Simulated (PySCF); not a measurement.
**`C[C@@H]1[C@H](F)[C@H]1[Si@H](C)Cl`, C5H10ClFSi**

Geometry:
| atom | x (Å) | y (Å) | z (Å) |
| --- | --- | --- | --- |
| C1 | -2.716 | -0.043 | -0.386 |
| C2 | -1.346 | -0.655 | -0.247 |
| C3 | -0.690 | -0.746 | 1.089 |
| F4 | -1.342 | -0.239 | 2.176 |
| C5 | -0.159 | 0.225 | 0.080 |
| Si6 | 1.528 | -0.034 | -0.720 |
| C7 | 2.879 | 0.791 | 0.326 |
| Cl8 | 1.481 | 0.813 | -2.557 |
| H9 | -3.485 | -0.800 | -0.240 |
| H10 | -2.862 | 0.739 | 0.356 |
| H11 | -2.837 | 0.388 | -1.378 |
| H12 | -1.165 | -1.489 | -0.916 |
| H13 | -0.123 | -1.621 | 1.381 |
| H14 | -0.431 | 1.253 | 0.297 |
| H15 | 1.776 | -1.468 | -0.895 |
| H16 | 2.710 | 1.861 | 0.416 |
| H17 | 3.859 | 0.654 | -0.122 |
| H18 | 2.914 | 0.377 | 1.329 |

Computed, not measured: TDDFT CAM-B3LYP/def2-SVPD circular dichroism and optical rotation, one conformer, gas phase (PySCF 2.14.0). Geometry: GFN2-xTB.

The molecule is flexible and this is one conformer; a measurement averages over conformers.

Stereocentres: C2 R, C3 S, C5 S, Si6 S.

Problem. Give the optical rotatory dispersion at 633, 589.3, 546, 436, 405, 365, 355 nm.

Solution. [α] in deg dm⁻¹ (g/mL)⁻¹:
| λ (nm) | origin-invariant length gauge | modified velocity gauge | length gauge (centre of mass) | isotropic polarisability (au) |
| --- | --- | --- | --- | --- |
| 633 | +12.2 | +12.1 | +11.8 | 98.4 |
| 589.3 | +14.4 | +14.3 | +14.0 | 98.7 |
| 546 | +17.3 | +17.2 | +16.9 | 99.1 |
| 436 | +31.0 | +30.8 | +30.2 | 100.8 |
| 405 | +38.0 | +37.8 | +37.1 | 101.6 |
| 365 | +51.7 | +51.3 | +50.5 | 102.9 |
| 355 | +56.3 | +55.9 | +55.1 | 103.4 |

Problem. And for the mirror image at 589.3 nm?

Solution. -14.4 deg dm⁻¹ (g/mL)⁻¹ (origin-invariant length gauge): the same size and the opposite sign.

Problem. What is the molar rotation [Φ] = [α]·M/100 of the geometry above at 589.3 nm?

Solution. With M = 152.67 g/mol, +22.0 deg cm² dmol⁻¹ (origin-invariant length gauge).

The first excitation lies at 7.59 eV (163 nm) with R = +4.7 × 10⁻⁴⁰ esu² cm² (velocity form).
